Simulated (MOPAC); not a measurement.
MOPAC input (PM3):

```
PM3 FORCE THERMO(298,298) PRECISE LET GEO-OK AUX(PRECISION=9) THREADS=1
H4B2

B     0.00041495 1    0.00952479 1    0.73315527 1
B    -0.00041582 1   -0.00952439 1   -0.73315371 1
H     0.96441188 1    0.01008524 1    1.34956580 1
H    -0.96287336 1    0.02499430 1    1.35046910 1
H     0.00668057 1    0.94602344 1   -1.36254355 1
H    -0.00821527 1   -0.98110530 1   -1.33749646 1
```

Output:

```
 *******************************************************************************
 **                                                                           **
 **                              MOPAC v23.2.5                                **
 **                                                                           **
 *******************************************************************************
 ** MOPAC's Digital Object Identifier: https://doi.org/10.5281/zenodo.6511958 **
 **                                                                           **
 ** Please cite the open-source release paper for use of this MOPAC version:  **
 ** J. E. Moussa and J. J. P. Stewart (2026)                                  **
 ** MOPAC: An open-source semiempirical molecular orbital program             **
 ** J. Open Source Softw., 11(119), 8025, https://doi.org/10.21105/joss.08025 **
 *******************************************************************************

                              PM3 CALCULATION RESULTS

 *******************************************************************************
 *  PM3        - The PM3 Hamiltonian to be used
 *  GEO-OK     - OVERRIDE INTERATOMIC DISTANCE AND OTHER SAFETY CHECKS
 *  LET        - OVERRIDE SOME SAFETY CHECKS
 *  PRECISE    - TIGHTER CRITERIA TO BE USED
 *  FORCE      - FORCE CALCULATION SPECIFIED
 *  AUX        - OUTPUT AUXILIARY INFORMATION
 *  THERMO     - THERMODYNAMIC QUANTITIES TO BE CALCULATED
 *******************************************************************************
PM3 FORCE THERMO(298,298) PRECISE LET GEO-OK AUX(PRECISION=9) THREADS=1
 H4B2

   ATOM   CHEMICAL          X               Y               Z
  NUMBER   SYMBOL      (ANGSTROMS)     (ANGSTROMS)     (ANGSTROMS)

     1       B          0.00041495  *   0.00952479  *   0.73315527  *
     2       B         -0.00041582  *  -0.00952439  *  -0.73315371  *
     3       H          0.96441188  *   0.01008524  *   1.34956580  *
     4       H         -0.96287336  *   0.02499430  *   1.35046910  *
     5       H          0.00668057  *   0.94602344  *  -1.36254355  *
     6       H         -0.00821527  *  -0.98110530  *  -1.33749646  *

          CARTESIAN COORDINATES

    NO.       ATOM           X           Y           Z

     1         B          0.0004      0.0095      0.7332
     2         B         -0.0004     -0.0095     -0.7332
     3         H          0.9644      0.0101      1.3496
     4         H         -0.9629      0.0250      1.3505
     5         H          0.0067      0.9460     -1.3625
     6         H         -0.0082     -0.9811     -1.3375

  H: (PM3): J. J. P. STEWART, J. COMP. CHEM. 10, 209 (1989).
  B: (PM3): J. J. P. STEWART, J. MOL. MOD., 10, 155-164 (2004)

           Empirical Formula: H4 B2  =     6 atoms

      MOLECULAR POINT GROUP   :   D2d

      RHF CALCULATION, NO. OF DOUBLY OCCUPIED LEVELS = 5

          HEAT OF FORMATION =      46.334993 KCALS/MOLE

          CARTESIAN COORDINATE DERIVATIVES
[...]
 TRAVEL (Ang.)       0.5312         B 2 -- H 6         +23.3% ( 44.0%)      1.6%
 REDUCED MASS        0.2616         B 1 -- H 3         +23.3% ( 44.0%)      1.6%
 EFFECTIVE MASS      1.7841
 FORCE CONSTANT      0.1286

 VIBRATION          7    2E          ATOM PAIR     ENERGY CONTRIBUTION    RADIAL
 FREQUENCY           919.07         B 1 -- H 4         +40.8% ( 66.4%)      0.0%
 TRANSITION DIPOLE   0.2753         B 1 -- H 3         +40.8% ( 66.4%)      0.0%
 TRAVEL (Ang.)       0.2529         B 1 -- B 2         +13.2% ( 37.8%)      0.0%
 REDUCED MASS        1.1467         B 2 -- H 6          +2.5% ( 16.6%)     27.7%
 EFFECTIVE MASS      3.2896
 FORCE CONSTANT      0.5707

 VIBRATION          8    2A1         ATOM PAIR     ENERGY CONTRIBUTION    RADIAL
 FREQUENCY          1125.78         B 1 -- B 2         +46.8% (106.1%)    100.0%
 TRANSITION DIPOLE   0.0000         B 1 -- H 3         +13.3% ( 56.6%)     12.7%
 TRAVEL (Ang.)       0.1149         B 2 -- H 6         +13.3% ( 56.6%)     12.7%
 REDUCED MASS        4.5403         B 2 -- H 5         +13.3% ( 56.6%)     12.7%
 EFFECTIVE MASS     11.0775         B 1 -- H 4         +13.3% ( 56.6%)     12.7%
 FORCE CONSTANT      3.3903

 VIBRATION          9    2B2         ATOM PAIR     ENERGY CONTRIBUTION    RADIAL
 FREQUENCY          2626.68         B 1 -- H 3         +24.9% ( 49.7%)     94.6%
 TRANSITION DIPOLE   0.5133         B 1 -- H 4         +24.9% ( 49.7%)     94.6%
 TRAVEL (Ang.)       0.3263         B 2 -- H 6         +24.9% ( 49.7%)     94.6%
 REDUCED MASS        0.2411         B 2 -- H 5         +24.9% ( 49.7%)     94.6%
 EFFECTIVE MASS      1.2634
 FORCE CONSTANT      0.9799

 VIBRATION         10    3A1         ATOM PAIR     ENERGY CONTRIBUTION    RADIAL
 FREQUENCY          2626.84         B 2 -- H 6         +24.7% ( 49.7%)     94.5%
 TRANSITION DIPOLE   0.0000         B 2 -- H 5         +24.7% ( 49.7%)     94.5%
 TRAVEL (Ang.)       0.3262         B 1 -- H 3         +24.7% ( 49.7%)     94.5%
 REDUCED MASS        0.2412         B 1 -- H 4         +24.7% ( 49.7%)     94.5%
 EFFECTIVE MASS      1.3174
 FORCE CONSTANT      0.9807

 VIBRATION         12    3E          ATOM PAIR     ENERGY CONTRIBUTION    RADIAL
 FREQUENCY          2650.31         B 2 -- H 6         +49.5% ( 71.7%)     97.7%
 TRANSITION DIPOLE   0.4386         B 2 -- H 5         +49.5% ( 71.7%)     97.7%
 TRAVEL (Ang.)       0.2213         B 1 -- B 2          +1.1% ( 10.6%)      0.0%
 REDUCED MASS        0.5197
 EFFECTIVE MASS      1.5383
 FORCE CONSTANT      2.1507

      SYMMETRY NUMBER FOR POINT-GROUP D2d =  4

          SYSTEM IS A GROUND STATE

 H4B2

          MOLECULE IS NOT LINEAR

          THERE ARE 12 GENUINE VIBRATIONS IN THIS SYSTEM
          THIS THERMODYNAMICS CALCULATION IS LIMITED TO
          MOLECULES WHICH HAVE NO INTERNAL ROTATIONS

                    CALCULATED THERMODYNAMIC PROPERTIES
                                          *
   TEMP. (K)   PARTITION FUNCTION   H.O.F.    ENTHALPY  HEAT CAPACITY ENTROPY
                                   KCAL/MOL   CAL/MOLE    CAL/K/MOL  CAL/K/MOL

 298.00  VIB.     0.1976D+01                   751.2904     6.2289     3.8748
         ROT.     0.7697D+03                   888.2803     2.9808    16.1877
         INT.     0.1521D+04                  1639.5707     9.2097    20.0625
         TRA.     0.1256D+27                  1480.4672     4.9680    35.6602
         TOT.                       46.335    3120.0379    14.1777    55.7226

   *: NOTE: HEATS OF FORMATION ARE RELATIVE TO THE
            ELEMENTS IN THEIR STANDARD STATE AT 298K
              (=  Standard Enthalpy of Formation).

            Hvib:  Zero-point energy is not included.
                   frequencies of less than zero cm-1 are not included.
            Hrot = (3/2)RT
            Htra = (3/2)RT + pV = (5/2)RT

            Heat capacity is Cp, not Cv

          For more information, see: HTTP://OpenMOPAC.net/Manual/thermochemistry.html

           FORCE CONSTANT IN CARTESIAN COORDINATES (Millidynes/A)

    ATOM   CHEMICAL       X               Y               Z
   NUMBER   SYMBOL  FORCE CONSTANT  FORCE CONSTANT  FORCE CONSTANT

      1       B        6.374196        4.906985        1.580913
      2       B        6.374196        1.580913        4.906985
      3       H        1.363807        2.711167        0.267212
      4       H        1.363814        2.711161        0.267212
      5       H        1.363812        0.267212        2.711162
      6       H        1.363809        0.267212        2.711166

 **********************
 *                    *
 * JOB ENDED NORMALLY *
 *                    *
 **********************

 == MOPAC DONE ==
```
